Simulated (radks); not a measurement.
The numbers below are computed, except where a source is named.
Valence configurations of the calcium ion Ca+ (all share [Ar]). Level of theory: scalar-relativistic Kohn-Sham, LDA (Slater exchange, Perdew-Wang correlation), spin-polarised, spherical densities, finite nucleus; open shells are filled with parallel spins first; Fermi nuclear charge, rms radius 3.4776 fm (a radial shooting solver on a logarithmic mesh with Libxc functionals). Energies are relative to 4s1; eigenvalues in eV for spin up.

4s1: E (eV) 0.000; moment (Bohr magnetons) 1; e(4s) -9.496
3d0.5 4s0.5: E (eV) 0.559; moment (Bohr magnetons) 1; e(3d) -7.303; e(4s) -8.735
3d1: E (eV) 1.396; moment (Bohr magnetons) 1; e(3d) -6.105
4s0.5 4p0.5: E (eV) 1.578; moment (Bohr magnetons) 1; e(4p) -6.630; e(4s) -9.782
4p1: E (eV) 3.154; moment (Bohr magnetons) 1; e(4p) -6.887

NIST lists [Ar] 4s1 as the ground configuration; this level of theory agrees among the configurations tried. The energies are those of spherical high-spin densities, not of single terms.
